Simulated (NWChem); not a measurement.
System: C₂H₃O₃, doublet; SMILES COC([O])=O

The following NWChem deck was run.

```
start job
memory heap 200 mb stack 900 mb global 1100 mb
geometry units angstroms noautoz
  C      0.085839     1.797846    -0.083439
  O     -0.649734     0.572938    -0.307238
  C     -0.037151    -0.543735     0.052444
  O     -0.618989    -1.654880    -0.113013
  O      1.104704    -0.607295     0.559205
  H      1.018264     1.792767    -0.653036
  H      0.300922     1.925132     0.980243
  H     -0.572222     2.590608    -0.436708
end
basis spherical
  * library def2-svp
end
dft
  odft
  mult 2
  xc revpbe cpbe96
  iterations 150
  mulliken
end
task dft energy
```

The geometry was optimised at B3LYP/6-31G* (spherical d), spin-unrestricted. No stability test was run on the SCF state.

### Question
What results follow from this input? (revPBE/def2-SVP, spin-unrestricted.) Quantities: energy (Ha); highest occupied level (eV); lowest empty minus highest occupied level, either spin (eV); dipole (D); <S²>.

### Answer
- energy (Ha): -303.33
- highest occupied level (eV): -7.28
- lowest empty minus highest occupied level, either spin (eV): 1.32
- dipole (D): 3.39
- <S²>: 0.753
